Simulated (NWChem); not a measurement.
Molecule: AlH$_{2}$SeF; SMILES [SeH][AlH][F]

```xyz
5

Al    -0.5338    -1.1570     0.0000
F      0.6599    -2.3170    -0.0008
H     -2.0417    -1.6087    -0.0001
Se     0.1695     1.0345     0.0015
H     -1.2287     1.4965     0.0019
```
Atoms are numbered in this order, from 1.

Level: PBE0/def2-SVP (NWChem), optimised geometry, unscaled harmonic frequencies. This build's default masses of Se (78.918 u) and Br (79.917 u) are each other's, which moves their modes by up to 0.6 %.

### Question
List the harmonic frequencies with IR intensities, and the thermochemistry.

### Answer
```csv
frequency (cm⁻¹),IR intensity (km/mol)
164,11.3
249,0.6
392,21.8
471,125.7
583,59.1
665,134.8
868,142.5
1997,143.6
2451,6.3
```

```json
{
  "zero_point_energy": "11.2 kcal/mol",
  "thermal correction to the enthalpy at 298.15 K (with zero-point energy)": "14.8 kcal/mol",
  "heat capacity Cv": "14.9 cal/(mol K)",
  "entropy at 298.15 K and 1 atm (symmetry number 1)": "73.0 cal/(mol K)",
  "dipole_moment": "1.85 D"
}
```

Rigid rotor and harmonic oscillator.
